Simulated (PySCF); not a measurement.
CH₂Cl, multiplicity 2. Atoms are numbered in the order given.

```xyz
4

C      0.0000     0.0000     1.1120
Cl     0.0000     0.0000    -0.5825
H      0.0000     0.9539     1.6150
H      0.0000    -0.9539     1.6150
```
Charge 0, spin multiplicity 2.

Geometry: r2SCAN-D4/def2-TZVP. The isomer is the one that the SMILES or the coordinates give; other isomers of the formula were not compared.

Computed with M06-2X/def2-TZVPD run with PySCF.

Mulliken values depend strongly on the basis, most of all with diffuse functions as here. ESP charges are fitted to the potential on shells at 1.4 to 2.0 van der Waals radii. Atomic charges (e):

```
atom  meta-Löwdin  ESP fit  Mulliken spin
----  -----------  -------  -------------
C1          -0.28    -0.44           1.06
Cl2          0.01    -0.02           0.09
H3           0.14     0.23          -0.08
H4           0.14     0.23          -0.08
```
